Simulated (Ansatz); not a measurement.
Br₃Ga, SMILES `[Br][Ga]([Br])[Br]` with one electron removed (charge 1, multiplicity 2), frozen-core CCSD(T)/cc-pVTZ // B3LYP-D3(BJ)/def2-TZVP (Ansatz, an electronic-structure program). The calculation was stopped at its time limit.

Ansatz 0.2 input:
```yaml
crystal:
  periodic: [false, false, false]
  atoms:
    - { symbol: Br, position_ang: [2.229412, -0.469945, -0.003385] }
    - { symbol: Ga, position_ang: [0.000038, 0.00001, 0.00019] }
    - { symbol: Br, position_ang: [-1.521582, -1.695488, 0.031047] }
    - { symbol: Br, position_ang: [-0.707868, 2.165423, -0.027852] }
basis:
  gaussian: { orbitals: cc-pVTZ }
correlation:
  method: ccsd_t
total_charge: 1
magnetization:
  spin_polarized: true
  initial_magnetization: 1
```

The last lines of the output:

```
mean field evaluation 768: about -262330.6521 eV, gradient 1.8e-4 eV
mean field -262331.07846193 eV, -9640.4893190844 hartree, gradient 3.4e-6 eV, S^2 0.759981; 27 other end points of the search recorded, 0 dependent functions left out
determinant -262331.07846193 eV, -9640.4893190844 hartree, with singles and doubles -262352.95940535 eV, -9641.2934289236 hartree
determinant -262331.07837697 eV, -9640.4893159624 hartree, with singles and doubles -262352.95933135 eV, -9641.2934262043 hartree
determinant -262331.07831803 eV, -9640.4893137961 hartree, with singles and doubles -262352.95927229 eV, -9641.2934240339 hartree
determinant -262330.86283484 eV, -9640.4813949353 hartree, with singles and doubles -262352.72637095 eV, -9641.2848650675 hartree
determinant -262330.86274865 eV, -9640.4813917677 hartree, with singles and doubles -262352.72629094 eV, -9641.2848621271 hartree
determinant -262330.86270857 eV, -9640.4813902946 hartree, with singles and doubles -262352.72624617 eV, -9641.2848604818 hartree
determinant -262330.65214718 eV, -9640.4736523065 hartree, with singles and doubles -262352.92215097 eV, -9641.2920598504 hartree
determinant -262330.65205243 eV, -9640.4736488244 hartree, with singles and doubles -262352.92207205 eV, -9641.2920569502 hartree
determinant -262330.65198270 eV, -9640.4736462620 hartree, with singles and doubles -262352.92201213 eV, -9641.2920547483 hartree
determinant -262330.35522528 eV, -9640.4627406279 hartree, with singles and doubles -262352.70275234 eV, -9641.2839970997 hartree
determinant -262330.33034953 eV, -9640.4618264609 hartree, with singles and doubles -262352.91766555 eV, -9641.2918950143 hartree
determinant -262330.11251754 eV, -9640.4538212828 hartree, with singles and doubles -262352.62958150 eV, -9641.2813081209 hartree
determinant -262330.11249124 eV, -9640.4538203163 hartree, with singles and doubles -262352.62954895 eV, -9641.2813069246 hartree
determinant -262330.07296148 eV, -9640.4523676245 hartree, with singles and doubles -262352.60753987 eV, -9641.2804981059 hartree
determinant -262329.14589937 eV, -9640.4182987204 hartree, with singles and doubles -262351.82177680 eV, -9641.2516218456 hartree
determinant -262331.07846193 eV, -9640.4893190844 hartree, with singles and doubles -262352.99288660 eV, -9641.2946593371 hartree
determinant -262331.07837697 eV, -9640.4893159624 hartree, with singles and doubles -262352.99281902 eV, -9641.2946568536 hartree
```
